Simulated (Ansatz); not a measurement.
Total energies of Pd₂O₂⁻ (the lowest doublet isomer of a short search) from Ansatz at r2SCAN-D4/def2-TZVPD, gas phase (1 Eh = 27.2114 eV = 2625.5 kJ/mol). The reference geometry is relaxed at r2SCAN-D4/def2-TZVPD.

| atom | x (Å) | y (Å) | z (Å) |
| --- | --- | --- | --- |
| Pd1 | -0.382 | 0.189 | -1.174 |
| Pd2 | 0.382 | -0.189 | 1.174 |
| O3 | 0.114 | -1.490 | -0.277 |
| O4 | -0.114 | 1.490 | 0.278 |

| state | geometry | energy (Eh) |
| --- | --- | --- |
| charge -1 doublet | reference | -406.33468 |
| charge 0 triplet | reference | -406.25358 |
| charge -1 quartet | relaxed at r2SCAN-D4/def2-TZVPD | -406.31747 |

In the def2 sets Pd takes a core potential; there is no spin–orbit coupling.

(1) Work out the vertical ionisation energy to the triplet.

(2) Which of the charge -1 states is lowest, and how far above it are the others?

(1) E(charge 0 triplet) − E(charge -1 doublet) = -406.25358 − (-406.33468) = 0.08110 Eh = 2.21 eV. For comparison, −ε of the highest occupied level of the spin that leaves is -0.32 eV at this level, 2.53 eV less.

(2) The doublet. quartet: -406.31747 − (-406.33468) = 0.01721 Eh = 45.2 kJ/mol.

At r2SCAN-D4/def2-TZVPD the highest occupied level of the charge -1 doublet lies above zero (up to 0.32 eV). By energy differences its removal costs 2.21 eV (vertical, to the charge 0 triplet, at r2SCAN-D4/def2-TZVPD); a positive level beside a positive removal energy at the same level points to self-interaction error. At r2SCAN-D4/def2-TZVPD the highest occupied level of the charge -1 quartet lies above zero (up to 0.67 eV). It is a level of α spin, whose loss leaves a triplet; that state wasn't run at this geometry and level. The electron is either unbound and held by the finite basis, or the level is raised by self-interaction error. 

The structure comes from a short search, and lower isomers may exist.
